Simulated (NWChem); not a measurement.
System: SiH$_{4}$SO; SMILES O[SiH2]S

The following NWChem deck was run.

```
start job
memory heap 200 mb stack 900 mb global 1100 mb
geometry units angstroms noautoz
  Si    -0.483396     0.574082     0.024033
  O      0.730263     1.708203     0.004105
  S      0.229715    -1.445722    -0.096822
  H     -1.207326     0.822504     1.295909
  H     -1.389313     0.674542    -1.156844
  H      1.335640     1.675541    -0.743350
  H      0.878695    -1.412084     1.088467
end
basis spherical
  * library def2-svpd
end
dft
  xc bhlyp
  iterations 150
end
tddft
  nroots 6
  notriplet
end
task tddft energy
```

The geometry was optimised at PBE0/def2-SVP.

Vertical excitations in the gas phase.

### Question
Predict the main results of this run. (BHandHLYP/def2-SVPD, full TDDFT.) Quantities: lowest excitation, singlet (eV); oscillator strength of that lowest state; lowest state with f > 0.02, singlet (eV); oscillator strength of that bright state; orbital gap (eV).

### Answer
```
Item                                      Result
----------------------------------------  ------
lowest excitation, singlet (eV)             6.34
oscillator strength of that lowest state   0.014
lowest state with f > 0.02, singlet (eV)    6.98
oscillator strength of that bright state   0.049
orbital gap (eV)                            9.31
```
